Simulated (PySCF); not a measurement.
Si(F)(H)2(OAc) (C2H5FO2Si), SMILES CC(=O)O[SiH2]F. Geometry: PBE-D3(BJ)/def2-SVP. Other conformers were not sampled.

Task: Give the equilibrium geometry at PBE-D3(BJ)/def2-SVP (PySCF confirms it by a frequency run) as Cartesian coordinates in Å, and its point group. (The exact figures need the calculation; the answer reports its results.)

Result: One answer among several that fit: point group Cs.
```xyz
11

Si     0.3829     1.2378     0.0000
F     -0.6965     2.4635     0.0000
O     -0.6681    -0.1501     0.0000
C      0.0834    -1.2705     0.0000
C     -0.7083    -2.5471     0.0000
O      1.3074    -1.1838     0.0000
H      1.1536     1.3230     1.2723
H      1.1536     1.3230    -1.2723
H     -1.3685    -2.5770     0.8896
H     -0.0271    -3.4148     0.0000
H     -1.3685    -2.5770    -0.8896
```
